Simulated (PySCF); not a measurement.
# Krypton: a sound run and one with changed settings

Sound run: Kr [Kr], Kr⁺ [Ar] 3d10 4s2 4p5. Calculation: PySCF 2.14, in x2c-TZVPall; the spin-free X2C one-electron Hamiltonian (Gaussian nucleus). In the sound run the correlated levels freeze [Ar] 3d10. The sound run starts from symmetry-adapted Hartree-Fock orbitals and uses a fine grid where one is needed.

Changed run: no relativity, point nucleus. This setting is unsound on purpose.

| species | method | sound run (hartree) | changed run (hartree) | converged |
| --- | --- | --- | --- | --- |
| Kr | UHF | -2788.17927 | -2733.09435 | yes |
| Kr | B3LYP | -2790.06318 | -2735.02090 | yes |
| Kr | PBE | -2789.65463 | -2734.62330 | yes |
| Kr | MP2 | -2788.35165 | -2733.26687 | yes |
| Kr | CCSD(T) | -2788.37249 | -2733.28830 | yes |
| Kr⁺ | UHF | -2787.69941 | -2732.61224 | yes |
| Kr⁺ | B3LYP | -2789.54337 | -2734.49902 | yes |
| Kr⁺ | PBE | -2789.13900 | -2734.10542 | yes |
| Kr⁺ | MP2 | -2787.83715 | -2732.75056 | yes |
| Kr⁺ | CCSD(T) | -2787.86089 | -2732.77519 | yes |

Ionisation energy of Kr:

| method | sound run (eV) | changed run (eV) |
| --- | --- | --- |
| UHF | 13.057 | 13.119 |
| B3LYP | 14.145 | 14.201 |
| PBE | 14.031 | 14.092 |
| MP2 | 14.000 | 14.050 |
| SCS-MP2 | 13.915 | 13.963 |
| CCSD | 13.881 | 13.925 |
| CCSD(T) | 13.921 | 13.963 |

Most of the change in total energy is the relativistic energy itself. On top of that the contraction fixes the core shape for the Hamiltonian it was made with, so the changed run is not a good calculation with the other Hamiltonian either.

For comparison, NIST gives 14.000 eV between the lowest levels.
